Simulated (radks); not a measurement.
Results of a calculation; reference values are marked as such.
Species: Nb4+. Configuration: [Kr] 4d1. Level of theory: scalar-relativistic Kohn-Sham, RPBE, spin-polarised, spherical densities, finite nucleus; open shells are filled with parallel spins first (spin-orbit coupling, left out, can overturn this in heavy ions); Fermi nuclear charge, rms radius 4.324 fm (a radial shooting solver on a logarithmic mesh with Libxc functionals).

Local quantities along the radius. ELF = 1/(1 + alpha^2) is the electron localisation function; alpha = (tau - tau_W)/tau_unif compares the Pauli kinetic energy density with that of the uniform gas (summed over spins); 4 pi r^2 rho is in e/bohr; r v_xc is r times the local exchange-correlation potential of spin up (hartree bohr). tau is taken from the large components.

r (bohr)	ELF	alpha	4 pi r^2 rho	r v_xc
0.001406	1.000	0.02123	1.414	-0.09850
0.001598	1.000	0.02124	1.777	-0.1039
0.001831	1.000	0.02138	2.260	-0.1107
0.002097	1.000	0.02165	2.867	-0.1188
0.002384	1.000	0.02204	3.575	-0.1275
0.002731	0.999	0.02263	4.504	-0.1381
0.003129	0.999	0.02341	5.650	-0.1501
0.003556	0.999	0.02437	6.965	-0.1629
0.004074	0.999	0.02566	8.653	-0.1780
0.004668	0.999	0.02730	10.68	-0.1948
0.005305	0.999	0.02924	12.94	-0.2123
0.006078	0.999	0.03185	15.75	-0.2326
0.006908	0.999	0.03497	18.78	-0.2533
0.007914	0.998	0.03922	22.42	-0.2771
0.009067	0.998	0.04477	26.46	-0.3024
0.01031	0.997	0.05165	30.53	-0.3274
0.01181	0.996	0.06145	35.03	-0.3550
0.01353	0.994	0.07495	39.50	-0.3832
0.01537	0.991	0.09268	43.46	-0.4096
0.01761	0.986	0.1196	47.10	-0.4368
0.02018	0.975	0.1595	49.84	-0.4622
0.02293	0.956	0.2155	51.37	-0.4834
0.02628	0.914	0.3059	51.70	-0.5021
0.0301	0.835	0.4452	50.73	-0.5160
0.03421	0.710	0.6389	48.88	-0.5244
0.0392	0.542	0.9192	46.48	-0.5290
0.04491	0.395	1.237	44.42	-0.5313
0.05104	0.319	1.462	43.61	-0.5377
0.05848	0.312	1.484	44.66	-0.5625
0.067	0.381	1.276	47.91	-0.6157
0.07614	0.499	1.001	52.59	-0.6845
0.08724	0.637	0.7555	58.09	-0.7598
0.09915	0.729	0.6092	62.18	-0.8211
0.1136	0.773	0.5425	63.67	-0.8685
0.1301	0.757	0.5669	61.24	-0.8923
0.1479	0.673	0.6970	55.69	-0.8906
0.1695	0.503	0.9949	48.17	-0.8660
0.1942	0.333	1.415	41.75	-0.8323
0.2207	0.276	1.619	38.93	-0.8300
0.2528	0.347	1.371	40.10	-0.9116
0.2896	0.523	0.9555	44.03	-1.030
0.3292	0.678	0.6890	47.34	-1.125
0.3771	0.764	0.5561	47.43	-1.189
0.4321	0.777	0.5354	42.59	-1.200
0.4911	0.724	0.6169	34.47	-1.157
0.5626	0.564	0.8791	24.75	-1.061
0.6446	0.324	1.444	16.77	-0.9364
0.7326	0.199	2.004	12.28	-0.8362
0.8394	0.251	1.729	10.46	-0.8689
0.9616	0.505	0.9894	10.20	-0.9937
1.093	0.735	0.6001	9.890	-1.070
1.252	0.818	0.4710	8.663	-1.094
1.423	0.805	0.4921	6.725	-1.056
1.63	0.712	0.6358	4.426	-0.9503
1.868	0.518	0.9638	2.494	-0.7833
2.123	0.282	1.597	1.269	-0.6164
2.432	0.102	2.966	0.5425	-0.5242
2.787	0.029	5.757	0.2040	-0.5606
3.167	0.008	10.95	0.07213	-0.5438
3.629	0.002	22.67	0.02066	-0.3920
4.157	0.000	51.82	0.004927	-0.2588
4.725	0.000	129.9	0.001036	-0.1621
5.413	0.000	419.7	0.0001498	-0.08949

On this mesh the ELF has minima near r = 0.058, 0.22, 0.73 bohr, which separate the shells, and maxima near 0.11 (0.77), 0.43 (0.78), 1.3 (0.82).
